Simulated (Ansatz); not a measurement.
Gas-phase electronic energies from Ansatz, PBE0-D4/def2-TZVP geometries. CCSD(T)/CBS is the MP2 limit (def2-TZVPP, def2-QZVPP) plus CCSD(T) − MP2 in def2-TZVPP, frozen cores. This one scheme is used for every species. DFT in def2-TZVPP. B3LYP here is the variant with VWN-RPA as its local correlation; programs differ in this. HSE06 is defined as in plane-wave codes. Elements past krypton have def2 core potentials. For Sn outer-core shells are correlated without core-valence functions, which leaves a few kJ/mol of doubt a bond.

Reaction (hydrogenolysis of the Sn–C bond): `C#[C][SnH]([Cl])[Cl]` + H₂ → `[Cl][SnH2][Cl]` + acetylene

Question: Is it downhill or uphill in electronic energy at CCSD(T)/CBS, and by how much? (Best estimate.)

Answer: The calculation gave: Nearly level: ΔE = -1.8 kJ/mol.

Question: What do these levels give: B97M-V, B3LYP-D4, r2SCANh-D4, BLYP, r2SCANh, HSE06, BHLYP, CAM-B3LYP, HF/def2-SVP, CCSD/def2-SVP, CCSD(T)/def2-TZVPP, CCSD/CBS(def2)? (Best estimate.)

Answer: Ansatz gave: B97M-V -15.8, B3LYP-D4 -10.3, r2SCANh-D4 -8.9, BLYP -18.1, r2SCANh -10.7, HSE06 -16.2, BHLYP -21.4, CAM-B3LYP -20.5, HF/def2-SVP -32.8, CCSD/def2-SVP -17.1, CCSD(T)/def2-TZVPP -1.3, CCSD/CBS(def2) -7.8 kJ/mol.

Largest T1 diagnostic among the species: 0.013.

From BLYP to BHLYP (50 % exact exchange), in def2-TZVPP and without D4, ΔE moves by −3.3 kJ/mol. The D4 term adds +9.3 kJ/mol with B3LYP and +5.3 kJ/mol with PBE0; it sums over pairs of atoms, weighted by their polarisabilities, and B3LYP, whose exchange is more repulsive, gets the larger term. In def2-TZVPP, CCSD(T) changes the Hartree–Fock value by +23.7 kJ/mol (the triples alone add +6.0 kJ/mol) and MP2 by +33.3 kJ/mol.
